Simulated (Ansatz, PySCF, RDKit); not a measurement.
Dimer: C2H4 (SMILES C=C) (first 6 atoms) with N2 (SMILES N#N); geometry from B3LYP-D3(BJ)/def2-TZVP, rigid monomers moved along the line of their centres of mass till H5···N8 is 2.57 Å.
(charge 0, multiplicity 1):
```csv
atom,x (Å),y (Å),z (Å)
C,-0.2509,0.3526,-0.2472
C,0.4517,-0.7277,0.0581
H,-0.4537,0.6277,-1.2752
H,-0.6528,1.0082,0.5159
H,0.6567,-1.0055,1.0849
H,0.8525,-1.3809,-0.7077
N,-0.5566,0.9518,3.0832
N,0.0170,0.0586,3.3347
```

Interaction energies are E(AB) − E(A) − E(B) at the monomers' geometry in the complex; basis-set methods are counterpoise corrected. RDKit's UFF carries no charges.

The values were computed with Ansatz (an electronic-structure program); PySCF for the dispersion terms; RDKit for the force fields. 

### Question
One of these levels gives -0.9 kJ/mol for the interaction energy. Name it.
A. UFF
B. r2SCAN-D3(BJ)/def2-TZVPPD
C. PBE-D3(BJ)/def2-TZVPPD
D. HF/aug-cc-pVDZ

### Answer
B, r2SCAN-D3(BJ)/def2-TZVPPD. The others give 2.5 (UFF), 7.5 (HF/aug-cc-pVDZ), -2.5 (PBE-D3(BJ)/def2-TZVPPD)
